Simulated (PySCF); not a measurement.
Isomers of C5H13OPSi2, mass 176.024 u with the commonest isotopes. Level of theory: PBE0/pcSseg-1 in PySCF (dipole) on a GFN2-xTB geometry, gas phase. One conformer each, none proved a minimum here; rigid rotors.

Question: Order these by dipole moment, largest first.
A. `[CH2:1]=[C:2]([CH2:3][SiH3:4])[Si@@:5]1([PH2:6])[CH2:7][CH2:8][O:9]1` with C1–C2–C3–Si4 100°, C1–C2–Si5–P6 -42°, C2–Si5–P6–H 33° and -60°
B. `[CH3:1][Si@@:2]([OH:3])([SiH2:4][PH2:5])[C:6]1=[CH:7][CH2:8][CH2:9]1` with C1–Si2–O3–H -58°, C1–Si2–Si4–P5 179°, Si2–Si4–P5–H -43° and 49°, C1–Si2–C6–C7 129°
C. `[PH2:1][Si@H:2]1[CH2:3][Si@@H:4]([O:5][CH:6]2[CH2:7][CH2:8]2)[CH2:9]1` with H–P1–Si2–C3 166° and 73°, C3–Si4–O5–C6 -40°, Si4–O5–C6–C7 80°, P1–Si2–C3–Si4 103°, Si2–C3–Si4–O5 -99°, O5–C6–C7–C8 107°, C3–Si4–C9–Si2 -9°

Answer: B (3.31 D), A (1.96 D), C (1.25 D).

Question: Order these by rotational constant B, largest first.
A. `[PH2:1][Si@H:2]1[CH2:3][Si@@H:4]([O:5][CH:6]2[CH2:7][CH2:8]2)[CH2:9]1` with H–P1–Si2–C3 166° and 73°, C3–Si4–O5–C6 -40°, Si4–O5–C6–C7 80°, P1–Si2–C3–Si4 103°, Si2–C3–Si4–O5 -99°, O5–C6–C7–C8 107°, C3–Si4–C9–Si2 -9°
B. `[CH2:1]=[C:2]([CH2:3][SiH3:4])[Si@@:5]1([PH2:6])[CH2:7][CH2:8][O:9]1` with C1–C2–C3–Si4 100°, C1–C2–Si5–P6 -42°, C2–Si5–P6–H 33° and -60°
C. `[CH3:1][Si@@:2]([OH:3])([SiH2:4][PH2:5])[C:6]1=[CH:7][CH2:8][CH2:9]1` with C1–Si2–O3–H -58°, C1–Si2–Si4–P5 179°, Si2–Si4–P5–H -43° and 49°, C1–Si2–C6–C7 129°

Answer: A (752.8 MHz), B (721.7 MHz), C (674.0 MHz).

Question: Order these by out-of-plane moment Σ m c² = (Ia + Ib − Ic)/2, largest first.
A. `[CH3:1][Si@@:2]([OH:3])([SiH2:4][PH2:5])[C:6]1=[CH:7][CH2:8][CH2:9]1` with C1–Si2–O3–H -58°, C1–Si2–Si4–P5 179°, Si2–Si4–P5–H -43° and 49°, C1–Si2–C6–C7 129°
B. `[CH2:1]=[C:2]([CH2:3][SiH3:4])[Si@@:5]1([PH2:6])[CH2:7][CH2:8][O:9]1` with C1–C2–C3–Si4 100°, C1–C2–Si5–P6 -42°, C2–Si5–P6–H 33° and -60°
C. `[PH2:1][Si@H:2]1[CH2:3][Si@@H:4]([O:5][CH:6]2[CH2:7][CH2:8]2)[CH2:9]1` with H–P1–Si2–C3 166° and 73°, C3–Si4–O5–C6 -40°, Si4–O5–C6–C7 80°, P1–Si2–C3–Si4 103°, Si2–C3–Si4–O5 -99°, O5–C6–C7–C8 107°, C3–Si4–C9–Si2 -9°

Answer: B (154.47 u·Å²), A (122.09 u·Å²), C (78.71 u·Å²).

```json
{"SMILES": "P[Si@H]1C[Si@@H](OC2CC2)C1", "point group": "C1", "Ia (u·Å²)": "388.14", "Ib (u·Å²)": "671.30", "Ic (u·Å²)": "902.01", "κ": "-0.48", "μa (D)": "0.34", "μb (D)": "0.18", "μc (D)": "1.19"}
{"SMILES": "C[Si@@](O)([SiH2]P)C1=CCC1", "point group": "C1", "Ia (u·Å²)": "459.69", "Ib (u·Å²)": "749.86", "Ic (u·Å²)": "965.37", "κ": "-0.48", "μa (D)": "3.12", "μb (D)": "0.84", "μc (D)": "0.69"}
{"SMILES": "C=C(C[SiH3])[Si@@]1(P)CCO1", "point group": "C1", "Ia (u·Å²)": "427.45", "Ib (u·Å²)": "700.26", "Ic (u·Å²)": "818.77", "κ": "-0.63", "μa (D)": "0.42", "μb (D)": "0.00", "μc (D)": "1.91"}
```
